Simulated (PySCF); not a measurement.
GeH5Si, multiplicity 2. Atoms are numbered in the order given.

```xyz
7

Si    -1.5747     0.0173     0.0000
Ge     0.7936    -0.0435     0.0000
H     -2.0702    -0.6854     1.2116
H     -2.0702    -0.6854    -1.2116
H     -2.1107     1.4068     0.0000
H      1.4513     0.5576     1.2579
H      1.4513     0.5576    -1.2579
```
Charge 0, spin multiplicity 2.

Geometry optimised at PBE0-D3(BJ)/def2-TZVP. The isomer is the one that the SMILES or the coordinates give; other isomers of the formula were not compared.

These are PySCF with PBE0-D3(BJ)/def2-TZVP values and carry that method's errors.

Frequencies are harmonic and unscaled.

```
mode  ν (cm⁻¹)  IR (km/mol)  moving atoms (share of kinetic energy)
----  --------  -----------  --------------------------------------
1          112          0.1                                  H 99 %
2          343          2.2                Si 49 %, Ge 27 %, H 24 %
3          368         14.1                                  H 99 %
4          393          9.4                         H 82 %, Si 15 %
5          556          7.9                          H 88 %, Si 8 %
6          600          0.5                          H 88 %, Si 9 %
7          827        310.8                                  H 96 %
8          887         88.2                                  H 93 %
9          934         47.2                                  H 97 %
10         937         36.9                                  H 98 %
11        2110         96.8                                  H 99 %
12        2134        111.9                                  H 98 %
13        2203         70.5                                  H 98 %
14        2227         67.3                                  H 97 %
15        2236         88.3                                  H 96 %
```
